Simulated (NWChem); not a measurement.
System: BBr$_{2}$ cation

```xyz
3

Br    -1.7730    -0.0231     0.0203
B      0.0000     0.0004     0.0000
Br     1.7730     0.0234    -0.0203
```
Atoms are numbered in this order, from 1.

Level: B3LYP/6-31G* (spherical d) (NWChem), optimised geometry, unscaled harmonic frequencies. This build's default masses of Se (78.918 u) and Br (79.917 u) are each other's, which moves their modes by up to 0.6 %. B3LYP is NWChem's, with the RPA form of VWN correlation.

| frequency (cm⁻¹) | IR intensity (km/mol) |
|---|---|
| 271 | 8.5 |
| 331 | 0.0 |
| 1251 | 499.9 |

| Quantity | Value |
|---|---|
| zero-point energy | 2.6 kcal/mol |
| thermal correction to the enthalpy at 298.15 K (with zero-point energy) | 5.6 kcal/mol |
| heat capacity Cv | 9.5 cal/(mol K) |
| entropy at 298.15 K and 1 atm (symmetry number 2) | 53.0 cal/(mol K) |

Rigid rotor and harmonic oscillator.
